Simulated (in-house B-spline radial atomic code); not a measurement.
## RPA and G0W0 on HSE06: Ca⁵⁺

Configuration [Ne] 3s2 3p3, highest spin, mean-field start HSE06. Computed with an all-electron radial atomic-structure program (B-spline basis): all electrons, non-relativistic, point nucleus, each spin shell either full or empty, empty states to l = 9 with an (l + 1/2)⁻⁴ tail; G0W0 by contour deformation at full frequency.

Command:
```bash
python run_gw.py task.json out
```
Settings (radii: box in bohr, nucleus in fm):
```
Z                        20
electrons                15
configuration            [Ne] 3s2 3p3
hamiltonian              nr
method                   hse06
lmax                     9
spin_polarised           True
box_radius               10.43
intervals                48
```

Cost of the run: 2.1 s on 1 thread of Arm Neoverse N1 (shared host).

Energies (hartree):

```csv
term,value
mean-field total,-669.32473
Hartree-Fock functional on these orbitals,-668.86605
direct second order,-1.0419
second-order exchange,0.3793
SOSEX correction,0.34603
```

Q: What is the RPA correlation energy, and what remains with SOSEX?

A: RPA gives -0.92292 hartree (-1.67 eV per electron); RPA + SOSEX gives -0.57689, and the second-order doubles -0.66259 hartree (no singles). RPA lacks exchange-type terms and so overcorrelates at short range.

Quasi-particle levels (eV):

```
  level  occupied  mean field  Σx - vxc     Σc  QP weight     G0W0
  3p up       yes     -100.46     -7.25      ?          ?        ?
3s down       yes     -114.16     -4.59  -2.93      0.957  -121.68
2p down       yes     -423.65    -25.81   7.18      0.899  -442.27
3p down        no      -90.71      9.22  -3.29      0.953   -84.78
```

G0W0 = mean field + (Σx - vxc) + Σc, with Σc (partial-wave tail included) taken at the quasi-particle energy. Only the outer levels were computed. Levels of low weight are left out.

Q: Where does G0W0 put 3p up?

A: At -107.95 eV, with Σc = -0.24 eV and a quasi-particle weight of 0.953. The tabulated removal energy is 108.78 ± 0.25 eV (NIST, semi-empirical); the calculation leaves out relativity, Breit and QED terms, and what these don't explain is the method's own error.
